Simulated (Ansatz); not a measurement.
`OC[O][GeH3]`, charge 0, multiplicity 1.

Problem. Give a relaxed structure at PBE0-D4/def2-TZVP (Ansatz 0.2.0). (Estimate.)

Solution. The calculation gave: 
```xyz
10

O    -0.8318   -0.7299    2.0689
C    -0.1991   -0.7249    0.8370
O    -0.4778    0.4733    0.1683
Ge    0.2883    0.7794   -1.4133
H    -0.5246    0.0381    2.5604
H    -0.5992   -1.5891    0.2921
H     0.8930   -0.8454    0.9485
H    -0.2080    2.1694   -1.8138
H    -0.1595   -0.3070   -2.4083
H     1.8187    0.7362   -1.2399
```
This is one stationary point; other conformers may exist.
